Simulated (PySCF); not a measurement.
FeF3, SMILES [F][Fe]([F])[F] (connectivity only; charge and spin as stated), neutral, multiplicity 6.

Geometry: PBE0-D3(BJ)/def2-SVP. The multiplicity is an assumed one; other spin states were not compared. The isomer is the one that the SMILES or the coordinates give; other isomers of the formula were not compared.

Calculation: TDA-M06-2X/def2-SVPD run with PySCF 2.14.0.

Vertical excitations; the highest root listed may be one member of a degenerate set. Isolated molecule, no solvent.

List the lowest excited states. (The exact figures need the calculation; the answer reports its results.)


```json
[
 {"state": "root 1", "energy (eV)": "4.69", "λ (nm)": "264", "f": "0.000", "main pairs": "β HOMO→LUMO 99 %"},
 {"state": "root 2", "energy (eV)": "5.02", "λ (nm)": "247", "f": "0.000", "main pairs": "β HOMO−3→LUMO 92 %"},
 {"state": "root 3", "energy (eV)": "5.02", "λ (nm)": "247", "f": "0.000", "main pairs": "β HOMO−2→LUMO 92 %"},
 {"state": "root 4", "energy (eV)": "5.32", "λ (nm)": "233", "f": "0.000", "main pairs": "β HOMO→LUMO+1 (degenerate set)"},
 {"state": "root 5", "energy (eV)": "5.32", "λ (nm)": "233", "f": "0.000", "main pairs": "β HOMO→LUMO+2 (degenerate set)"},
 {"state": "root 6", "energy (eV)": "5.34", "λ (nm)": "232", "f": "0.001", "main pairs": "β HOMO−4→LUMO (degenerate set)"},
 {"state": "root 7", "energy (eV)": "5.34", "λ (nm)": "232", "f": "0.001", "main pairs": "β HOMO−5→LUMO (degenerate set)"},
 {"state": "root 8", "energy (eV)": "5.54", "λ (nm)": "224", "f": "0.012", "main pairs": "β HOMO−1→LUMO 97 %"},
 {"state": "root 9", "energy (eV)": "5.59", "λ (nm)": "222", "f": "0.002", "main pairs": "β HOMO−7→LUMO (degenerate set)"},
 {"state": "root 10", "energy (eV)": "5.59", "λ (nm)": "222", "f": "0.002", "main pairs": "β HOMO−6→LUMO (degenerate set)"}
]
```
Unrestricted roots are not spin-pure.
